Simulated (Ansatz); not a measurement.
Basis-set extrapolation for C3H7Al (`C=[CH][AlH][CH3]`) (PBE0-D4/def2-TZVP geometry, frozen core, Ansatz 0.2.0). Multiplicity 1, RHF reference.

```csv
,def2-TZVPP,def2-QZVPP
HF,-359.625689,-359.638306
MP2 correlation,-0.583760,-0.621323
CCSD(T) correlation,-0.655135,not run
```

Energies in hartree. Use E(X) = E(∞) + A·exp(−7.88·√X) for Hartree–Fock and E(X) = E(∞) + B·X^(−2.97) for correlation, with X = 3 and 4, and add CCSD(T) minus MP2 of the smaller set to the MP2 limit.

Problem. What is the CCSD(T) energy at the basis-set limit?

Solution. HF limit: -359.638306 + (-0.012617) × 0.13774 = -359.64004. MP2 limit: -0.621323 + (-0.037563) × 0.74074 = -0.64915. Higher-order term: -0.655135 − (-0.583760) = -0.07138. Total: -360.36057 hartree, 209.4 kJ/mol below CCSD(T)/def2-TZVPP.
